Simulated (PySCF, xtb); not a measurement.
Sb(F)2(OMe) (CH3F2OSb), SMILES C[O][Sb]([F])[F].

xtb with GFN2-xTB at its own geometry gives an orbital gap of 4.30 eV and a dipole moment of 4.80 D.

Coordinates come from a B3LYP-D3(BJ)/def2-SVP optimisation. The structure was generated by enumeration; whether it is a known compound was not checked. The def2 effective core potentials stand for the cores of Sb; spin–orbit coupling is left out. The values are those of a single conformer.

Q: What does HF/def2-TZVP (PySCF) give? (An estimate is asked for; the answer gives what the named calculation found.)

A: gap 13.46 eV (levels -12.09 and 1.37 eV), dipole 2.58 D.
